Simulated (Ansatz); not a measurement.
Predicting a hybrid from its neighbours: BCNF2

BCNF2: 5 atoms, total charge 0, spin state singlet. As SMILES, `N#CB(F)F`. Geometry: relaxed at PBE0-D4/def2-TZVP.

The HOMO–LUMO gap y, in eV, basis 6-311+G(d,p); a is the functional's share of exact exchange. Programs: Ansatz 0.2.0.

```
functional  program     a  y (eV)
       PBE   Ansatz     0    5.93
    r2SCAN   Ansatz     0    6.48
     B3LYP   Ansatz   0.2       ?
      PBE0   Ansatz  0.25    8.36
     BHLYP   Ansatz   0.5   10.70
```

Problem. Fit y = c + s·a to the known rows and predict B3LYP.

Solution. 
1. Means of the 4 rows: a = 0.1875, y = 7.867.
2. Σ(Δa)² = 0.17188, Σ(Δa·Δy) = 1.5394, so the slope is 1.5394/0.17188 = 8.9562.
3. Intercept: 7.867 − (8.9562) × 0.1875 = 6.188. The largest residual of the fit is 0.29.
4. B3LYP: 6.188 + (8.9562) × 0.2 = 7.98 eV.

The run gave 7.83 eV, so the prediction is off by +0.15 eV, within the largest residual. Exact exchange lowers occupied levels and raises empty ones. The rows mix families of semi-local functionals, which the line can't see.
